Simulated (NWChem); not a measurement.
Molecule: CH4ClFOSi; SMILES C[Si](O)(F)Cl

```xyz
9

C      1.5896     1.1976     0.2011
Si    -0.0421     0.3750    -0.0041
O     -0.7629     0.9105    -1.3773
F     -0.9986     0.6881     1.2642
Cl     0.1324    -1.6790    -0.0466
H      2.2509     0.9568    -0.6439
H      2.0747     0.8657     1.1305
H      1.4606     2.2898     0.2428
H     -1.5926     0.5041    -1.6457
```
Atoms are numbered in this order, from 1.

Program: NWChem. Structure relaxed at the PBE0/def2-SVP level. Vzz is the largest principal value of the second derivative of the potential at the nucleus (NWChem prints the opposite sign); η is the asymmetry. Non-relativistic.

For level Hartree-Fock/def2-TZVP:

```yaml
Vzz O3 (a.u.): 1.443
Vzz Cl5 (a.u.): 1.995
```

Question: What are these values for level B3LYP/cc-pVTZ?

Answer: Vzz O3 (a.u.): 1.392
Vzz Cl5 (a.u.): 1.871
